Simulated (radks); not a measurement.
Coulomb parameter of the 4d shell of the rhodium ion Rh+ in the model configuration [Kr] 4d7 5p1, as a second difference U = [E(n + 0.25) + E(n - 0.25) - 2 E(n)] / (0.25)^2 with all orbitals relaxed. "Bare": the charge of the atom changes with n. "Screened": the 5p shell takes up the change at fixed total charge, which measures U(4d,4d) + U(5p,5p) - 2 U(4d,5p). Calculated with a radial shooting solver on a logarithmic mesh with Libxc functionals: scalar-relativistic Kohn-Sham, PBE, spin-unpolarised, spherical densities, finite nucleus; Fermi nuclear charge, rms radius 4.4945 fm.

[
 {"case": "start", "configuration": "[Kr] 4d7 5p1", "E - E(n) (eV)": "0.000"},
 {"case": "bare +0.25", "configuration": "[Kr] 4d7.25 5p1", "E - E(n) (eV)": "-4.147"},
 {"case": "bare -0.25", "configuration": "[Kr] 4d6.75 5p1", "E - E(n) (eV)": "4.872"},
 {"case": "screened +0.25", "configuration": "[Kr] 4d7.25 5p0.75", "E - E(n) (eV)": "-2.455"},
 {"case": "screened -0.25", "configuration": "[Kr] 4d6.75 5p1.25", "E - E(n) (eV)": "2.640"}
]

U(bare) = 11.603 eV, U(screened by 5p) = 2.950 eV, against the Slater integral F0(4d,4d) = 16.902 eV with frozen orbitals.
